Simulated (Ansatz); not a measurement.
CrI₂, SMILES [I][Cr][I] (connectivity only; charge and spin as stated), neutral, multiplicity 5. Atoms are numbered in the order given.

```xyz
3

Cr     0.0000     0.0000     0.0000
I      0.0000     0.0000    -2.5596
I      0.0000     0.0000     2.5596
```
Charge 0, spin multiplicity 5.

Coordinates come from a B3LYP-D3(BJ)/def2-SVP optimisation. The multiplicity is an assumed one; other spin states were not compared. The def2 effective core potentials stand for the cores of I; spin–orbit coupling is left out.

Two levels are set side by side: PBE-D3(BJ)/def2-SVP (Ansatz, a first-principles code) and B3LYP-D3(BJ)/def2-SVP (Ansatz). Each level has its own optimised geometry; the coordinates shown are those of the second. Differences are taken from unrounded values.

```json
[
 {"quantity": "mean bond length (Å)", "B3LYP-D3(BJ)": "2.560", "PBE-D3(BJ)": "2.547", "PBE-D3(BJ) minus B3LYP-D3(BJ)": "-0.012"},
 {"quantity": "bond Cr1–I2 (Å)", "B3LYP-D3(BJ)": "2.560", "PBE-D3(BJ)": "2.547", "PBE-D3(BJ) minus B3LYP-D3(BJ)": "-0.012"},
 {"quantity": "bond Cr1–I3 (Å)", "B3LYP-D3(BJ)": "2.560", "PBE-D3(BJ)": "2.547", "PBE-D3(BJ) minus B3LYP-D3(BJ)": "-0.012"}
]
```

Here PBE gives about what the other level gives.
